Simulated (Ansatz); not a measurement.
The lowest singlet and triplet of C6H4 (SMILES [c]1cc[c]cc1); geometries from B3LYP-D3(BJ)/def2-TZVP, each state relaxed from the structure named, with no frequency check, low spin by broken symmetry.
Singlet (charge 0, multiplicity 1):
```xyz
10

C     -0.0529     1.3307    -0.0431
C      1.1861     0.7559    -0.0366
C      1.2425    -0.6602     0.0093
C      0.0529    -1.3307     0.0431
C     -1.1861    -0.7559     0.0366
C     -1.2425     0.6602    -0.0093
H      2.1060     1.3259    -0.0645
H      2.2047    -1.1560     0.0159
H     -2.1060    -1.3259     0.0645
H     -2.2047     1.1560    -0.0159
```
Triplet (charge 0, multiplicity 3):
```xyz
10

C     -0.052     1.313    -0.043
C      1.200     0.749    -0.037
C      1.256    -0.653     0.009
C      0.052    -1.313     0.043
C     -1.200    -0.749     0.037
C     -1.256     0.653    -0.009
H      2.105     1.345    -0.065
H      2.205    -1.175     0.017
H     -2.105    -1.345     0.065
H     -2.205     1.175    -0.017
```

A positive gap puts the triplet lower; no zero-point energy. R- takes a restricted singlet, here one determinant of a half-filled degenerate or near-degenerate pair, which mixes singlet states. U- takes an unrestricted singlet (broken symmetry where lower, unprojected). The triplet is unrestricted in single-reference levels.

Frozen-core correlation.

Programs: Ansatz (Gaussian basis) for Hartree–Fock, density functionals and correlated methods. Each number belongs to the level named beside it.

Task: One of these levels gives -2.18 kcal/mol for the gap E(singlet) − E(triplet), adiabatic. Which one is it?
A) R-BHLYP/def2-TZVPP
B) U-r2SCAN/def2-TZVPP (spin-contaminated)
C) U-PBE0/def2-TZVPP (spin-contaminated)
D) R-SCS-MP2/cc-pVDZ

Result: C, U-PBE0/def2-TZVPP (spin-contaminated). The others give -2.68 (U-r2SCAN/def2-TZVPP (spin-contaminated)), 40.19 (R-BHLYP/def2-TZVPP), -32.23 (R-SCS-MP2/cc-pVDZ)

Doubts at one or more of the structures used: a restricted determinant that unrestricted orbitals would lower (R-BHLYP/def2-TZVPP, R-SCS-MP2/cc-pVDZ); a spin-contaminated determinant (R-SCS-MP2/cc-pVDZ).

Ansatz is a quantum-chemistry and plane-wave program.
